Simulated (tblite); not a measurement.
C₆H₉NS₂.
SMILES with atom numbers: `[CH3:1][C@@H:2]1[S:3][CH2:4][CH2:5][C@@H:6]([C:7]#[N:8])[S:9]1` (hydrogens: H10, H11, H12 on C1; H13 on C2; H14, H15 on C4; H16, H17 on C5; H18 on C6)

The geometry is computed with GFN2-xTB (gas phase).

(1) Give the optimised bond lengths and angles.

## Answers

(1) 
| bond | length (Å) |
| --- | --- |
| C1–C2 | 1.513 |
| C2–S3 | 1.826 |
| S3–C4 | 1.823 |
| C4–C5 | 1.522 |
| C5–C6 | 1.531 |
| C6–C7 | 1.438 |
| C7≡N8 | 1.144 |
| C6–S9 | 1.846 |
| C2–S9 | 1.832 |
| C1–H10, C1–H11, C1–H12 | 1.088 |
| C2–H13 | 1.092 |
| C4–H14 | 1.089 |
| C4–H15 | 1.092 |
| C5–H16 | 1.092 |
| C5–H17 | 1.094 |
| C6–H18 | 1.094 |

Bonds in one row agree within 0.01 Å and their mean is given. A selection of angles:
| angle | degrees |
| --- | --- |
| C1–C2–S3 | 110.0 |
| C1–C2–S9 | 109.1 |
| S3–C2–S9 | 111.0 |
| C2–S3–C4 | 98.0 |
| S3–C4–C5 | 112.3 |
| C4–C5–C6 | 112.9 |
| C5–C6–C7 | 112.4 |
| C5–C6–S9 | 112.2 |
| C7–C6–S9 | 108.2 |
| C6–C7–N8 | 177.2 |
| C2–S9–C6 | 98.8 |

Dihedral angles: C1–C2–S3–C4 175° (antiperiplanar); C2–S3–C4–C5 64° (synclinal); S3–C4–C5–C6 -70° (synclinal); C4–C5–C6–C7 -55° (synclinal); C5–C6–S9–C2 -60° (synclinal); C1–C2–S9–C6 -176° (antiperiplanar).

S3 (sulfide sulfur) is bent (angle 98.0°). The 6-membered ring C2–S3–C4–C5–C6–S9 has internal angles of 98.0° to 112.9° (sum 645°, against 720° for a flat polygon); it is puckered, 0.32 Å rms from its mean plane, widest ring torsion 70°. The C–S distances run from 1.823 Å (S3–C4, drawn single) to 1.846 Å (C6–S9, drawn single), a spread of 0.023 Å. Of the pairs four or more bonds apart, C7···H15 is among the closest relative to their van der Waals radii: 2.59 Å, 89 % of the sum of Bondi's values. The C–C distances run from 1.438 Å (C6–C7, drawn single) to 1.531 Å (C5–C6, drawn single), a spread of 0.093 Å.

Point group: C1 (no symmetry element, even within 0.4 Å). Its GFN2-xTB frequencies are all real (lowest 82 cm⁻¹). The numbers are those of one conformer. 3 starts were optimised and ended at 0.00, 3.68 and 6.12 kcal/mol (GFN2-xTB); the lowest of these is shown.
